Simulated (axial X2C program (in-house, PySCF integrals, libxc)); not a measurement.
# Outer orbitals of AsBr⁺ at 2.186 Å, PBE0

Computed with an axial X2C code built on PySCF integrals. Spin-free means the one-electron spin-free X2C Hamiltonian; two-component (2c) means X2C with spin–orbit coupling and atomic mean-field two-electron Coulomb and Gaunt terms, so the difference of the two also holds small scalar two-electron terms. Basis: Br dyall-cv3z [8s9p6d4f1g], As dyall-cv3z [9s9p6d4f1g] (cores contracted in-house); Gaussian nuclei, density fitting, unrestricted open shells. Masses: Br 78.918 u, As 74.922 u.

The distance is close to the 2c PBE0 minimum; the highest filled and lowest empty levels are listed.

Spin-free orbitals, state M_S = 1/2, Λ = 1 (beyond evenly filled blocks: π+α) (Löwdin shares):

```
symmetry  occupied  ε (eV)              atomic character
      σα       yes  -30.26   72% Br s, 14% As s, 8% As p
      σβ       yes  -30.11   74% Br s, 11% As s, 8% As p
      σα       yes  -24.13  66% As s, 16% Br p, 13% Br s
      σβ       yes  -23.14  65% As s, 20% Br p, 11% Br s
      σα       yes  -17.17  49% Br p, 35% As p, 10% As s
      σβ       yes  -16.88  47% Br p, 34% As p, 14% As s
     π+α       yes  -16.55   70% Br p, 26% As p, 3% As d
     π-α       yes  -16.18   74% Br p, 22% As p, 3% As d
     π+β       yes  -16.03   82% Br p, 14% As p, 3% As d
     π-β       yes  -16.03   82% Br p, 14% As p, 3% As d
     π+α       yes  -13.27   70% As p, 25% Br p, 2% Br d
     π-α        no  -11.24   74% As p, 21% Br p, 3% Br d
     π+β        no  -10.22   82% As p, 14% Br p, 3% Br d
     π-β        no  -10.22   82% As p, 14% Br p, 3% Br d
      σα        no   -7.43  45% As p, 22% Br p, 14% As d
```

Spinors with spin–orbit coupling (state Ω = 1/2):

```json
{"ω": "-1/2", "occupied": "yes", "ε (eV)": "-30.25", "atomic character": "72% Br s, 14% As s, 8% As p", "λ mixture": "100% σ"}
{"ω": "1/2", "occupied": "yes", "ε (eV)": "-30.12", "atomic character": "74% Br s, 11% As s, 8% As p", "λ mixture": "100% σ"}
{"ω": "-1/2", "occupied": "yes", "ε (eV)": "-24.11", "atomic character": "66% As s, 16% Br p, 13% Br s", "λ mixture": "100% σ"}
{"ω": "1/2", "occupied": "yes", "ε (eV)": "-23.11", "atomic character": "65% As s, 20% Br p, 11% Br s", "λ mixture": "100% σ"}
{"ω": "-1/2", "occupied": "yes", "ε (eV)": "-17.18", "atomic character": "51% Br p, 34% As p, 10% As s", "λ mixture": "98% σ, 2% π"}
{"ω": "1/2", "occupied": "yes", "ε (eV)": "-16.93", "atomic character": "54% Br p, 30% As p, 12% As s", "λ mixture": "81% σ, 19% π"}
{"ω": "1/2", "occupied": "yes", "ε (eV)": "-16.64", "atomic character": "64% Br p, 30% As p, 2% As s", "λ mixture": "81% π, 19% σ"}
{"ω": "-1/2", "occupied": "yes", "ε (eV)": "-16.17", "atomic character": "81% Br p, 14% As p, 3% As d", "λ mixture": "98% π, 2% σ"}
{"ω": "-3/2", "occupied": "yes", "ε (eV)": "-16.02", "atomic character": "73% Br p, 22% As p, 3% As d", "λ mixture": "100% π"}
{"ω": "3/2", "occupied": "yes", "ε (eV)": "-15.87", "atomic character": "81% Br p, 14% As p, 4% As d", "λ mixture": "100% π"}
{"ω": "1/2", "occupied": "yes", "ε (eV)": "-13.37", "atomic character": "71% As p, 25% Br p, 2% Br d", "λ mixture": "100% π"}
{"ω": "-3/2", "occupied": "no", "ε (eV)": "-11.09", "atomic character": "74% As p, 22% Br p, 3% Br d", "λ mixture": "100% π"}
{"ω": "-1/2", "occupied": "no", "ε (eV)": "-10.29", "atomic character": "82% As p, 13% Br p, 3% Br d", "λ mixture": "100% π"}
{"ω": "3/2", "occupied": "no", "ε (eV)": "-10.08", "atomic character": "82% As p, 14% Br p, 3% Br d", "λ mixture": "100% π"}
{"ω": "-1/2", "occupied": "no", "ε (eV)": "-7.41", "atomic character": "45% As p, 22% Br p, 14% As d", "λ mixture": "100% σ"}
```

(1) How does the gap between the highest filled and lowest empty level change from the spin-free to the 2c table?

Mulliken charges and populations of the two-component result (they depend on the basis, above all on diffuse functions):

Br 0.28 e (s 7.96 p 16.70 d 10.06 f 0.01), As 0.72 e (s 7.95 p 14.19 d 10.11 f 0.02). ⟨Lz⟩ = 1.00 ħ and ⟨Sz⟩ = -0.50 ħ (-0.01 and -0.49 on the two atoms), which add up to Ω.

The state is a single determinant with fixed occupations, the lowest that a limited PBE0 search found. Density functionals use the spin component along the axis (collinear). The functionals have no current-density term, which raises determinants with orbital currents, atoms included. The determinant is spin-polarised beyond a pure state at some levels (its spin-free form has ⟨S²⟩ too high), which makes Re and μ there less reliable.

Answers

(1) From 2.03 to 2.28 eV at PBE0, a change of 0.25 eV.
